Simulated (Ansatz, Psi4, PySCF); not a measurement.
hydrogen telluride (H$_{2}$Te), singlet, at a GFN2-xTB geometry (core potentials on Te). Base run: B3LYP5/def2-SVP run with PySCF.

Input for PySCF:
```python
from pyscf import gto, scf, dft

mol = gto.Mole()
mol.atom = '''
    Te   -0.00025927    0.04373338    0.00203842
    H    -1.13139252   -1.14269398   -0.07705391
    H     1.14487465   -1.13144164   -0.02894369
'''
mol.basis = 'def2-svp'
mol.ecp = {'Te': 'def2-svp'}
mol.verbose = 4
mol.build()

mf = dft.RKS(mol)
mf.xc = 'b3lyp5'
mf.kernel()
```

The same geometry, method and basis name were run in Ansatz (a quantum-chemistry and plane-wave program) and Psi4 and PySCF, at each program's defaults and at the settings that a row names. The base is PySCF at its defaults. Differences at the defaults can come from grids, fitting, cores and function types together.

```csv
code and settings,ΔE vs base (µEh),basis functions,E (Eh),SCF cycles,dipole (D)
"PySCF, defaults (exact integrals, its default grid, spherical functions)",0.0,36,-269.19315,8,0.27
"Psi4, defaults (density fitting with its default set, its default grid, spherical functions)",-51.8,36,-269.19320,6,0.26
"Ansatz, defaults (factorised integrals, its default grid, spherical functions)",-0.6,36,-269.19315,-,-
"PySCF, density fitting with def2-universal-jkfit",-47.2,36,-269.19320,8,0.26
"PySCF, fine grid",0.3,36,-269.19315,8,0.27
"Psi4, exact integrals, spherical functions, fine grid",-0.5,36,-269.19315,9,0.27
"Ansatz, high accuracy",-0.7,36,-269.19315,-,-
```
